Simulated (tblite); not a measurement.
Compound: C₄H₈F₂O₂.
Z-matrix (Å and degrees, GFN2-xTB geometry), rows numbered from 1:
```
C 
O   1  1.4236
C   2  1.3673  1  117.27
F   3  1.4066  2  107.96  1   -61.69
C   3  1.5409  2  116.58  1    58.74
F   5  1.3643  3  112.34  2   -66.96
O   3  1.3604  2  110.58  1   179.37
C   7  1.4299  3  115.61  2    51.40
H   1  1.0910  2  110.97  3    47.00
H   1  1.0918  2  111.23  3   -75.37
H   1  1.0875  2  105.11  3   165.78
H   5  1.0924  3  108.21  2   173.91
H   5  1.0930  3  109.00  2    53.06
H   8  1.0903  7  110.59  3   -65.07
H   8  1.0864  7  105.01  3   175.66
H   8  1.0915  7  110.43  3    56.85
```

Level: GFN2-xTB in tblite, geometry and Hessian alike; calculated harmonic values, unscaled, isolated species. Against measured fundamentals such values can be off by several per cent, at times by over 20. One conformer, not necessarily the lowest.

Harmonic wavenumbers (cm⁻¹): 72.6, 97.2, 99.8, 157.0, 177.7, 194.6, 234.0, 283.1, 362.1, 401.9, 473.0, 520.6, 652.3, 744.7, 862.6, 993.0, 1013.1, 1049.6, 1086.9, 1122.6, 1124.2, 1134.2, 1135.9, 1171.8, 1190.8, 1225.4, 1303.3, 1382.3, 1401.1, 1414.7, 1448.7, 1461.0, 1464.9, 1470.7, 2971.3, 2976.4, 2981.0, 2989.0, 2989.7, 2991.3, 3032.7, 3041.7.

A = 2958, B = 1668, C = 1363 MHz; mass 126.049 u (most abundant isotopes); point group C1, symmetry number 1.

Q: What is the zero-point energy?

A: ½Σν̃ = 26450 cm⁻¹ = 75.62 kcal/mol.

Q: Entropy at 298.15 K, 1 bar (ideal gas, RRHO, classical rotation)?

A: Translation 40.43, rotation 28.26, vibration 26.54: S = 95.2 cal/(mol K).

Q: And Cp and H(298.15 K) − H(0)?

A: Cp = 34.50 cal/(mol K), of which vibrations give 26.55 (their classical limit is 42 R = 83.5); H(298.15 K) − H(0) = 6.60 kcal/mol without the zero-point energy, 4.23 from vibrations.

Q: What must be added to the electronic energy to get the Gibbs energy at 298.15 K and 1 bar?

A: ZPE + [H(298.15 K) − H(0)] − T·S = 75.62 + 6.60 − 28.39 = 53.83 kcal/mol.

Q: Blend soft modes into free rotors: weight 1/[1 + (100 cm⁻¹/ν̃)⁴] for the oscillator and the rest for a rotor with moment μB/(μ + B), μ = h/(8π²ν), B = 10⁻⁴⁴ kg m². What vibrational entropy results?

A: 25.18 cal/(mol K) in place of 26.54, which changes −T·S at 298.15 K by +0.40 kcal/mol.

Q: Which modes carry the vibrational entropy at 298.15 K?

A: 72.6 cm⁻¹: 4.08; 97.2 cm⁻¹: 3.51; 99.8 cm⁻¹: 3.46; 157.0 cm⁻¹: 2.59; 177.7 cm⁻¹: 2.35; 194.6 cm⁻¹: 2.18 cal/(mol K); the other 36 give 8.37 together.

Hindered rotation and anharmonicity are outside this model. Other conformers, if any are populated, would add a mixing term that is left out. The structure is chiral; the term R ln 2 for an equal mix with its mirror image is left out.

The run took 0.34 s of wall time on Arm Neoverse V2, one thread (shared host). This covers the Hessian and the dipole derivatives.
